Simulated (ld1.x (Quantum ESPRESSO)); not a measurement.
**What one change does to a pseudopotential (Sn (Z = 50), TM)**

```
Element                 : tin (Sn)
Generator               : ld1.x (Quantum ESPRESSO) 7.5
Type                    : norm-conserving Troullier–Martins (Kleinman–Bylander form)
Functional              : LDA (PZ)
Relativity              : scalar-relativistic
Frozen core             : [Kr] 4d10
Valence charge          : 4
Reference configuration : 5s2 5p2
Partial waves           : 5p (bound): rc 2.60 bohr; 5s (bound): rc 1.70 bohr
Local potential         : the s channel
Core correction         : Bessel-smoothed model core, default radius (core density twice the valence density)
```

All-electron outer shells of the reference configuration (LDA (PZ), scalar-relativistic, ld1.x):

```
shell  level (eV)  outermost node (bohr)  outermost maximum (bohr)
   4p      -89.56                   0.41                      0.79
   4d      -25.90                   0.39                      0.88
   5s      -10.81                   0.98                      2.01
   5p       -3.87                   1.09                      2.55
```

Change: all radii but the core radius scaled by about 0.93 (s 1.58, p 2.42 bohr).

Cutoffs: the cutoffs (Ry, on a coarse ladder) from which the occupation-weighted sum of valence levels, in a spherical-Bessel basis at the reference potential, stays within 10 and 1 mRy of its value at 400 Ry; they do not see the model core or the augmentation charge, which bear on the density cutoff. Errors are all-electron minus pseudo energies relative to the spin-unpolarised reference configuration.

Question: What does the change do?

Answer: The potential gets harder (25 Ry and 55 Ry → 35 Ry and 90 Ry); of the 9 tests that both files solve, the error grows in 1 and shrinks in 1 by more than 15 % and 0.3 meV (median size 9.9 → 9.2 meV); neither file shows a bound ghost. A smaller radius makes the pseudo-wave follow the all-electron one further in, where it bends more sharply, so more plane waves are needed.

| quantity | base | changed |
| --- | --- | --- |
| cutoff, loose | 25 Ry | 35 Ry |
| cutoff, tight | 55 Ry | 90 Ry |
| loose cutoff by channel (10 mRy a level) | p 6 Ry, s 21 Ry | p 8 Ry, s 30 Ry |
| bound ghosts | none | none |
| error for 5s2 5p1, meV [ΔE 7.10 eV] | -8.4 | -8.2 |
| error for 5s2 5p0, meV [ΔE 21.36 eV] | -62 | -58 |
| error for 5s1 5p0, meV [ΔE 52.81 eV] | -333 | -319 |
| error for 5s2 5p1.5, meV [ΔE 2.72 eV] | -1.7 | -1.7 |
| error for 5s0 5p4, meV [ΔE 14.40 eV] | -58 | -75 |
| error for 5s1 5p2, meV [ΔE 14.83 eV] | -37 | -40 |
| error for 5s2 5p2.3, meV [ΔE -0.90 eV] | +0.1 | +0.1 |
| error for 5s2 5p2 (spin-polarised), meV [ΔE -0.47 eV] | -2.5 | -1.7 |
| error for 5s2 5p1 (spin-polarised), meV [ΔE 6.95 eV] | -9.9 | -9.2 |
